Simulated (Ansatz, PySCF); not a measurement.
Caution: the highest occupied level lies above zero, so the state may not be bound. This triplet is an excited state, 0.65 eV above the relaxed singlet at the level frozen-core CCSD(T)/aug-cc-pVDZ // B3LYP-D3(BJ)/def2-TZVPD (Ansatz, a first-principles code).

B3LYP has the VWN-RPA correlation part, as in Gaussian. 

```xyz
7

O      2.1632    -0.0167    -0.3385
B      0.8735    -0.6035    -0.3743
Si    -0.9289     0.0617    -0.0286
H      2.6048    -0.2072     0.4953
H     -1.9336    -1.0312    -0.2356
H     -1.2909     0.5953     1.3614
H     -1.4880     1.2015    -0.8796
```

Charge -1, multiplicity 3.

Give the Mulliken and meta-Löwdin atomic charges from B3LYP-D3(BJ)/def2-TZVPD (PySCF).


| atom | Mulliken (e) | meta-Löwdin (e) |
|---|---|---|
| O1 | -0.49 | -0.58 |
| B2 | -0.17 | -0.43 |
| Si3 | -0.07 | 0.22 |
| H4 | 0.24 | 0.31 |
| H5 | -0.15 | -0.14 |
| H6 | -0.18 | -0.19 |
| H7 | -0.18 | -0.19 |
